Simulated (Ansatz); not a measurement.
C$_{2}$H$_{5}$BO$_{3}$, relaxed with RKS PBE0-D4/def2-TZVP in Ansatz 0.2.0 from a PBE-D4/def2-SVP geometry. The force threshold is 0.005 eV/Å; the program also tests the step.

The species carries charge 0 and has multiplicity 1. The bonds changed during the relaxation, so this is another structure than the one it started from.

Start:

```xyz
11

B    -0.781   -0.818    0.605
C    -0.444   -0.686   -1.005
O     0.479    0.494   -1.099
C     0.743    0.895    0.105
O     0.232    0.347    1.117
O     1.581    1.913    0.195
H    -1.905   -0.448    0.932
H    -0.417   -1.860    1.137
H     0.122   -1.522   -1.466
H    -1.295   -0.438   -1.669
H     1.684    2.122    1.148
```

```csv
step,energy (eV),largest force (eV/Å),largest move (Å)
1,-8967.0781,0.814,0.000
2,-8967.1285,0.285,0.022
3,-8967.1337,0.046,0.009
4,-8967.1338,0.027,0.002
5,-8967.1339,0.019,0.003
6,-8967.1339,0.009,0.001
7,-8967.1340,0.008,0.003
8,-8967.1340,0.004,0.014
9,-8967.1341,0.019,0.028
10,-8967.1342,0.011,0.006
11,-8967.1342,0.007,0.004
12,-8967.1342,0.006,0.005
13 (rejected),-8967.1342,0.008,0.003
14,-8967.1342,0.002,0.002
```

End:

```xyz
11

B    -0.777   -0.813    0.601
C    -0.445   -0.678   -0.998
O     0.527    0.447   -1.081
C     0.740    0.881    0.104
O     0.182    0.385    1.099
O     1.580    1.879    0.198
H    -1.898   -0.504    0.919
H    -0.366   -1.817    1.127
H     0.068   -1.522   -1.460
H    -1.272   -0.377   -1.641
H     1.659    2.118    1.131
```

Run time 39 s (4 threads of an Arm Neoverse V2 on a shared host); peak host memory 0.54 GiB.
